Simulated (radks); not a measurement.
Results of a calculation; reference values are marked as such.
Task: The zinc ion Zn2+ is in [Ar] 3d10. Code: a radial shooting solver on a logarithmic mesh with Libxc functionals. Model: non-relativistic Kohn-Sham, PBE, spin-polarised, spherical densities, point nucleus. Open shells are filled with parallel spins first. One electron is removed from 3d, 3s, 2p, 3p in turn, with full relaxation. Which removal costs least, and what does each cost?

Result: 3d 40.528 eV; 3p 113.38 eV; 3s 156.16 eV; 2p 1049.5 eV. The 3d electron leaves first.
